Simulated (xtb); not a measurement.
CH$_{2}$F$_{2}$, charge +1, doublet, at a GFN2-xTB geometry (a state made from the parent by changing its charge; the spin is typed, not shown lowest); xtb 6.7.1 with GFN0-xTB.

The xtb input:
```
$ xtb mol.xyz --gfn 0 --chrg 1 --uhf 1 --hess --json

# file mol.xyz
5

F     -1.07551627    -0.28900724    -0.02479725
C     -0.00385664     0.44566374     0.05107919
F      1.08034257    -0.26870898    -0.03912469
H     -0.00338754     1.07247148     1.00968852
H     -0.01690937     1.27299208    -0.74086619
```

It wrote (shortened):

```
   ID    Z sym.   atoms
    1    9 F      1, 3
    2    6 C      2
    3    1 H      4, 5

           -------------------------------------------------
          |                Calculation Setup                |
           -------------------------------------------------

           -------------------------------------------------
          |                 G F N 0 - x T B                 |
           -------------------------------------------------

          ...................................................
          :                      SETUP                      :
          :.................................................:
          :  # basis functions                  16          :
          :  # atomic orbitals                  16          :
          :  # shells                           10          :
          :  # electrons                        19          :
          :  electronic temp.          300.0000000     K    :
          :  accuracy                    1.0000000          :
          :  -> integral cutoff          0.2500000E+02      :
          :  -> integral neglect         0.1000000E-07      :
          ...................................................

         :::::::::::::::::::::::::::::::::::::::::::::::::::::
         ::                     SUMMARY                     ::
         :::::::::::::::::::::::::::::::::::::::::::::::::::::
         :: total energy              -9.082008376393 Eh    ::
         :: gradient norm              0.056020079158 Eh/a0 ::
         :: HOMO-LUMO gap              8.016779305104 eV    ::
         ::.................................................::
         :: H0 energy                -10.585295560756 Eh    ::
         :: repulsion energy           0.065787578087 Eh    ::
         :: electrostat energy         1.459160895318 Eh    ::
         :: -> Gsolv                   0.000000000000 Eh    ::
         ::    -> Gsasa                0.000000000000 Eh    ::
         ::    -> Gshift               0.000000000000 Eh    ::
         :: dispersion energy         -0.000352097982 Eh    ::
         :: short-range corr.         -0.021309191059 Eh    ::
         :: add. restraining           0.000000000000 Eh    ::
         :: total charge               1.000000000000 e     ::
         :::::::::::::::::::::::::::::::::::::::::::::::::::::

           -------------------------------------------------
          |                Numerical Hessian                |
[...]
          :  imag. cutoff                  -20.0000000 cm⁻¹ :
          :.................................................:

    mode    ω/cm⁻¹     T·S(HO)/kcal·mol⁻¹    T·S(FR)/kcal·mol⁻¹   T·S(vib)
   ------------------------------------------------------------------------
   ------------------------------------------------------------------------

   temp. (K)  partition function   enthalpy   heat capacity  entropy
                                   cal/mol     cal/K/mol   cal/K/mol   J/K/mol
 298.15  VIB   1.19                  297.280      3.359      1.341
         ROT  0.579E+04              888.752      2.981     20.198
         INT  0.688E+04             1186.033      6.340     21.539
         TR   0.363E+27             1481.254      4.968     37.753
         TOT                        2667.2866    11.3082    59.2916   248.0762

       T/K    H(0)-H(T)+PV         H(T)/Eh          T*S/Eh         G(T)/Eh
   ------------------------------------------------------------------------
    298.15    0.425059E-02    0.315112E-01    0.281714E-01    0.333987E-02
   ------------------------------------------------------------------------

         :::::::::::::::::::::::::::::::::::::::::::::::::::::
         ::                  THERMODYNAMIC                  ::
         :::::::::::::::::::::::::::::::::::::::::::::::::::::
         :: total free energy          -9.078668505617 Eh   ::
         ::.................................................::
         :: total energy               -9.082008376393 Eh   ::
         :: zero point energy           0.027260653553 Eh   ::
         :: G(RRHO) w/o ZPVE           -0.023920782777 Eh   ::
         :: G(RRHO) contrib.            0.003339870776 Eh   ::
         :::::::::::::::::::::::::::::::::::::::::::::::::::::

           -------------------------------------------------
          | TOTAL ENERGY               -9.082008376393 Eh   |
          | TOTAL ENTHALPY             -9.050497131106 Eh   |
          | TOTAL FREE ENERGY          -9.078668505617 Eh   |
          | GRADIENT NORM               0.056020079158 Eh/α |
          | HOMO-LUMO GAP               8.016779305104 eV   |
           -------------------------------------------------
########################################################################
[WARNING] Runtime exception occurred
-1- hessian_numhess: Hessian on incompletely optimized geometry!
########################################################################

normal termination of xtb
```
